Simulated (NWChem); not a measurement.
System: SiNH4, doublet; SMILES [SiH3][NH]

The following NWChem deck was run.

```
start job
memory heap 200 mb stack 900 mb global 1100 mb
geometry units angstroms
  N      1.059137    -0.438517    -0.043733
  Si    -0.489540     0.186675     0.024704
  H      1.888627     0.063399    -0.314760
  H     -0.948523    -0.068077     1.403481
  H     -1.300390    -0.695390    -0.836367
  H     -0.717226     1.592274    -0.333102
end
basis spherical
  * library 6-31g*
end
dft
  odft
  mult 2
  xc hfexch
  iterations 150
end
driver
  maxiter 150
end
task dft optimize
```

NWChem printed, in part:

```
             Northwest Computational Chemistry Package (NWChem) 7.3.0
             --------------------------------------------------------

 CS  symmetry detected

                             Geometry "geometry" -> ""
                             -------------------------

 Output coordinates in angstroms (scale by  1.889725989 to convert to a.u.)

  No.       Tag          Charge          X              Y              Z
 ---- ---------------- ---------- -------------- -------------- --------------
    1 N                    7.0000    -0.07201627    -1.17068273     0.00000000
    2 Si                  14.0000     0.00285475     0.49915063     0.00000000
    3 H                    1.0000     0.71495348    -1.79846257     0.00000000
    4 H                    1.0000    -0.78154596     0.92096526     1.17624941
    5 H                    1.0000    -0.78154596     0.92096526    -1.17624941
    6 H                    1.0000     1.31228586     1.16320234     0.00000000

 Effective nuclear repulsion energy (a.u.)      58.3567470262

      Symmetry information
      --------------------

 Group name             Cs
 Group number              2
 Group order               2
 No. of unique centers     5

                                Z-matrix (autoz)
                                --------

 Units are Angstrom for bonds and degrees for angles

      Type          Name      I     J     K     L     M      Value
      ----------- --------  ----- ----- ----- ----- ----- ----------
    1 Stretch                  1     2                       1.67151
    2 Stretch                  1     3                       1.00669
    3 Stretch                  2     4                       1.47539
    4 Stretch                  2     5                       1.47539
    5 Stretch                  2     6                       1.46819
    6 Bend                     1     2     4               105.17686
    7 Bend                     1     2     5               105.17686
    8 Bend                     1     2     6               119.45821
    9 Bend                     2     1     3               126.01272
   10 Bend                     4     2     5               105.73594
   11 Bend                     4     2     6               110.17308
   12 Bend                     5     2     6               110.17308
   13 Torsion                  3     1     2     4        -124.30414
   14 Torsion                  3     1     2     5         124.30414
   15 Torsion                  3     1     2     6           0.00000

  xc_inp: hfexch multiplicative factor not found.

                           NWChem Geometry Optimization
                           ----------------------------

 maximum gradient threshold         (gmax) =   0.000450
 rms gradient threshold             (grms) =   0.000300
 maximum cartesian step threshold   (xmax) =   0.001800
 rms cartesian step threshold       (xrms) =   0.001200
 fixed trust radius                (trust) =   0.300000
 source of zmatrix                         =   autoz

          -------------------
          Energy Minimization
          -------------------

 Using diagonal initial Hessian
 Scaling for Hessian diagonals: bonds = 1.00  angles = 0.25  torsions = 0.10

          --------
          Step   0

                                 NWChem DFT Module
                                 -----------------

 Summary of "ao basis" -> "ao basis" (spherical)
 ------------------------------------------------------------------------------
       Tag                 Description            Shells   Functions and Types
 ---------------- ------------------------------  ------  ---------------------
 N                           6-31g*                  6       14   3s2p1d
 Si                          6-31g*                  8       18   4s3p1d
 H                           6-31g*                  2        2   2s

      Symmetry analysis of basis
      --------------------------

        a'         29
        a"         11

            General Information
            -------------------
          SCF calculation type: DFT
          Wavefunction type:  spin polarized.
          No. of atoms     :     6
          No. of electrons :    25
           Alpha electrons :    13
            Beta electrons :    12
          Charge           :     0
          Spin multiplicity:     2
          Use of symmetry is: on ; symmetry adaption is: on
          Maximum number of iterations: 150
          AO basis - number of functions:    40
                     number of shells:    22
          Convergence on energy requested:  1.00D-06
          Convergence on density requested:  1.00D-05
          Convergence on gradient requested:  5.00D-04

              XC Information
              --------------
                     Hartree-Fock (Exact) Exchange  1.000

      Superposition of Atomic Density Guess
      -------------------------------------

 Sum of atomic energies:        -345.10397592

      Non-variational initial energy
      ------------------------------

 Total energy =    -345.665608
 1-e energy   =    -591.814317
 2-e energy   =     187.791963
 HOMO         =      -0.287914
 LUMO         =       0.070789

   Symmetry analysis of molecular orbitals - initial alpha
   -------------------------------------------------------

  Numbering of irreducible representations:

     1 a'          2 a"

  Orbital symmetries:

     1 a'          2 a'          3 a'          4 a'          5 a'
     6 a"          7 a'          8 a'          9 a'         10 a"
    11 a'         12 a'         13 a"         14 a'         15 a"
    16 a'         17 a'         18 a'         19 a'         20 a"
    21 a'         22 a'         23 a'

   Symmetry analysis of molecular orbitals - initial beta
   ------------------------------------------------------

  Numbering of irreducible representations:

     1 a'          2 a"

  Orbital symmetries:

     1 a'          2 a'          3 a'          4 a'          5 a'
     6 a"          7 a'          8 a'          9 a'         10 a"
    11 a'         12 a'         13 a"         14 a'         15 a"
    16 a'         17 a'         18 a'         19 a'         20 a"
    21 a'         22 a'         23 a'

   convergence    iter        energy       DeltaE   RMS-Dens  Diis-err
 ---------------- ----- ----------------- --------- --------- ---------
 d= 0,ls=0.0,diis     1   -345.5662495773 -4.04D+02  4.69D-03  4.57D-02
                                                     6.18D-03  8.69D-02
 d= 0,ls=0.0,diis     2   -345.6251969376 -5.89D-02  2.71D-03  2.23D-02
                                                     2.08D-03  1.33D-02
 d= 0,ls=0.0,diis     3   -345.6384216271 -1.32D-02  1.16D-03  7.25D-04
                                                     1.63D-03  3.37D-03
 d= 0,ls=0.0,diis     4   -345.6422380042 -3.82D-03  4.19D-04  9.31D-05
                                                     5.79D-04  2.90D-04
 d= 0,ls=0.0,diis     5   -345.6426581950 -4.20D-04  2.84D-04  3.56D-05
                                                     2.90D-04  3.10D-05
  Resetting Diis
 d= 0,ls=0.0,diis     6   -345.6427331026 -7.49D-05  1.48D-04  6.03D-06
                                                     1.39D-04  4.76D-06
 d= 0,ls=0.0,diis     7   -345.6427454324 -1.23D-05  1.90D-05  3.98D-07
                                                     2.53D-05  7.18D-07
 d= 0,ls=0.0,diis     8   -345.6427462317 -7.99D-07  2.28D-05  2.21D-07
                                                     2.25D-05  1.89D-07
 d= 0,ls=0.0,diis     9   -345.6427466593 -4.28D-07  1.30D-05  3.07D-08
                                                     1.46D-05  6.32D-08
 d= 0,ls=0.0,diis    10   -345.6427467590 -9.97D-08  3.73D-06  3.98D-09
                                                     3.59D-06  3.62D-09

         Total DFT energy =     -345.642746758972
      One electron energy =     -593.466831181387
           Coulomb energy =      217.937008616442
    Exchange-Corr. energy =      -28.469671220200
 Nuclear repulsion energy =       58.356747026174

 Numeric. integr. density =        0.000000000000

                  Occupations of the irreducible representations
                  ----------------------------------------------

                     irrep           alpha         beta
                     --------     --------     --------
                     a'               10.0         10.0
                     a"                3.0          2.0

                    DFT Final Alpha Molecular Orbital Analysis
                    ------------------------------------------

 Vector   11  Occ=1.000000D+00  E=-5.100400D-01  Symmetry=a'
              MO Center= -9.7D-02,  8.6D-02, -9.3D-16, r^2= 2.6D+00
   Bfn.  Coefficient  Atom+Function         Bfn.  Coefficient  Atom+Function
  ----- ------------  ---------------      ----- ------------  ---------------
    21      0.325637  2 Si px                 4      0.269035  1 N  py
     3      0.225910  1 N  px                 8      0.189034  1 N  py
    40      0.171444  6 H  s                  7      0.166212  1 N  px
    36     -0.163892  4 H  s                 38     -0.163892  5 H  s
    22     -0.148797  2 Si py                35     -0.145890  4 H  s

 Vector   12  Occ=1.000000D+00  E=-4.482492D-01  Symmetry=a"
              MO Center= -4.5D-01,  2.8D-01, -3.1D-14, r^2= 2.6D+00
   Bfn.  Coefficient  Atom+Function         Bfn.  Coefficient  Atom+Function
  ----- ------------  ---------------      ----- ------------  ---------------
     5      0.365440  1 N  pz                 9      0.314337  1 N  pz
    36     -0.301853  4 H  s                 38      0.301853  5 H  s
    23     -0.296101  2 Si pz                35     -0.214642  4 H  s
    37      0.214642  5 H  s                 19      0.118333  2 Si pz
    29     -0.077785  2 Si d -1              31     -0.077082  2 Si d  1

[...]

      ----------------------
      Optimization converged
      ----------------------

  Step       Energy      Delta E   Gmax     Grms     Xrms     Xmax
  ---- ---------------- -------- -------- -------- -------- --------
@    7    -345.64835333 -2.7D-08  0.00001  0.00000  0.00016  0.00040
                                     ok       ok       ok       ok

                                Z-matrix (autoz)
                                --------

 Units are Angstrom for bonds and degrees for angles

      Type          Name      I     J     K     L     M      Value     Gradient
      ----------- --------  ----- ----- ----- ----- ----- ---------- ----------
    1 Stretch                  1     2                       1.76443    0.00000
    2 Stretch                  1     3                       1.00791    0.00000
    3 Stretch                  2     4                       1.47263    0.00001
    4 Stretch                  2     5                       1.47263    0.00001
    5 Stretch                  2     6                       1.47925   -0.00000
    6 Bend                     1     2     4               107.49704    0.00000
    7 Bend                     1     2     5               107.49704    0.00000
    8 Bend                     1     2     6               114.07660    0.00000
    9 Bend                     2     1     3               116.97246    0.00000
   10 Bend                     4     2     5               109.92488    0.00000
   11 Bend                     4     2     6               108.89816   -0.00000
   12 Bend                     5     2     6               108.89816   -0.00000
   13 Torsion                  3     1     2     4        -120.85183    0.00000
   14 Torsion                  3     1     2     5         120.85183   -0.00000
   15 Torsion                  3     1     2     6           0.00000   -0.00000

                         Geometry "geometry" -> "geometry"
                         ---------------------------------

 Output coordinates in angstroms (scale by  1.889725989 to convert to a.u.)

  No.       Tag          Charge          X              Y              Z
 ---- ---------------- ---------- -------------- -------------- --------------
    1 N                    7.0000    -0.09866860    -1.25575801     0.00000000
    2 Si                  14.0000    -0.05965512     0.50823784     0.00000000
    3 H                    1.0000     0.78927897    -1.73265856     0.00000000
    4 H                    1.0000    -0.76994004     0.96680969     1.20575056
    5 H                    1.0000    -0.76994004     0.96680969    -1.20575056
    6 H                    1.0000     1.30391072     1.08169753     0.00000000

 Effective nuclear repulsion energy (a.u.)      56.5806906377

      Symmetry information
      --------------------

 Group name             Cs
 Group number              2
 Group order               2
 No. of unique centers     5

                Final and change from initial internal coordinates
                --------------------------------------------------

                                Z-matrix (autoz)
                                --------

 Units are Angstrom for bonds and degrees for angles

      Type          Name      I     J     K     L     M      Value       Change
      ----------- --------  ----- ----- ----- ----- ----- ---------- ----------
    1 Stretch                  1     2                       1.76443    0.09292
    2 Stretch                  1     3                       1.00791    0.00122
    3 Stretch                  2     4                       1.47263   -0.00276
    4 Stretch                  2     5                       1.47263   -0.00276
    5 Stretch                  2     6                       1.47925    0.01106
    6 Bend                     1     2     4               107.49704    2.32018
    7 Bend                     1     2     5               107.49704    2.32018
    8 Bend                     1     2     6               114.07660   -5.38161
    9 Bend                     2     1     3               116.97246   -9.04025
   10 Bend                     4     2     5               109.92488    4.18893
   11 Bend                     4     2     6               108.89816   -1.27491
   12 Bend                     5     2     6               108.89816   -1.27491
   13 Torsion                  3     1     2     4        -120.85183    3.45231
   14 Torsion                  3     1     2     5         120.85183   -3.45231
   15 Torsion                  3     1     2     6           0.00000    0.00000

 ==============================================================================
                                internuclear distances
 ------------------------------------------------------------------------------
       center one      |      center two      | atomic units |  angstroms
 ------------------------------------------------------------------------------
    2 Si               |   1 N                |     3.33428  |     1.76443
    3 H                |   1 N                |     1.90468  |     1.00791
    4 H                |   2 Si               |     2.78286  |     1.47263
    5 H                |   2 Si               |     2.78286  |     1.47263
    6 H                |   2 Si               |     2.79537  |     1.47925
 ------------------------------------------------------------------------------
                         number of included internuclear distances:          5
 ==============================================================================
```

Level: UHF/6-31G* (spherical d). No stability test was run on the SCF state.
